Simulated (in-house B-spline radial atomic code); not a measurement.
# Binding energies in Cu⁺

NIST's tabulated ground configuration is [Ar] 3d10; each binding energy is the energy of the ion with one electron taken from that subshell, relaxed, less that of the parent. Level of theory: Dirac-Hartree-Fock, average of configuration, Fermi nucleus of rms radius 3.8823 fm; calculated with a radial B-spline atomic code at the basis-set limit. Energies include first-order Breit, QED and recoil terms.

```json
{"subshell": "1s", "X-ray name": "K", "binding energy (eV)": "8996", "-ε (eV)": "9060.7", "relaxation (eV)": "48.4"}
{"subshell": "2s", "X-ray name": "L1", "binding energy (eV)": "1116.1", "-ε (eV)": "1142.5", "relaxation (eV)": "25.1"}
{"subshell": "2p1/2", "X-ray name": "L2", "binding energy (eV)": "968.7", "-ε (eV)": "996.9", "relaxation (eV)": "26.9"}
{"subshell": "2p3/2", "X-ray name": "L3", "binding energy (eV)": "948.6", "-ε (eV)": "976.1", "relaxation (eV)": "26.6"}
{"subshell": "3s", "X-ray name": "M1", "binding energy (eV)": "141.9", "-ε (eV)": "148.9", "relaxation (eV)": "6.9"}
{"subshell": "3p1/2", "X-ray name": "M2", "binding energy (eV)": "95.56", "-ε (eV)": "102.09", "relaxation (eV)": "6.41"}
{"subshell": "3p3/2", "X-ray name": "M3", "binding energy (eV)": "93.04", "-ε (eV)": "99.32", "relaxation (eV)": "6.20"}
{"subshell": "3d3/2", "X-ray name": "M4", "binding energy (eV)": "17.47", "-ε (eV)": "22.06", "relaxation (eV)": "4.58"}
{"subshell": "3d5/2", "X-ray name": "M5", "binding energy (eV)": "17.23", "-ε (eV)": "21.70", "relaxation (eV)": "4.49"}
```

Relaxation = -ε minus the binding energy without Breit, QED and recoil terms.

Emission lines follow as differences of binding energies, with λ = 12398.42 eV·Å / E:

```json
{"line": "K-L3", "holes": "1s → 2p3/2", "energy (eV)": "8047.4", "wavelength (Å)": "1.5407"}
{"line": "K-L2", "holes": "1s → 2p1/2", "energy (eV)": "8027.3", "wavelength (Å)": "1.5445"}
{"line": "K-M3", "holes": "1s → 3p3/2", "energy (eV)": "8903.0", "wavelength (Å)": "1.3926"}
{"line": "L3-M5", "holes": "2p3/2 → 3d5/2", "energy (eV)": "931.4", "wavelength (Å)": "13.312"}
{"line": "L2-M4", "holes": "2p1/2 → 3d3/2", "energy (eV)": "951.2", "wavelength (Å)": "13.034"}
{"line": "L1-M3", "holes": "2s → 3p3/2", "energy (eV)": "1023.1", "wavelength (Å)": "12.119"}
{"line": "L3-M1", "holes": "2p3/2 → 3s", "energy (eV)": "806.7", "wavelength (Å)": "15.369"}
```

Problem. What screening constant σ does Moseley's law, E = (3/4)·13.6057 eV·(Z - σ)², need for K-L3?

Solution. σ = 0.92.

Problem. What does it cost to remove both a 2s and a 3d3/2 electron?

Solution. 1154.3 eV, which is 20.76 eV more than the two single binding energies together.

Problem. What does it cost to remove both a 2s and a 3d5/2 electron?

Solution. 1154 eV, which is 20.67 eV more than the two single binding energies together.

Problem. What does it cost to remove both a 3p1/2 and a 3d3/2 electron?

Solution. 130.47 eV, which is 17.44 eV more than the two single binding energies together.
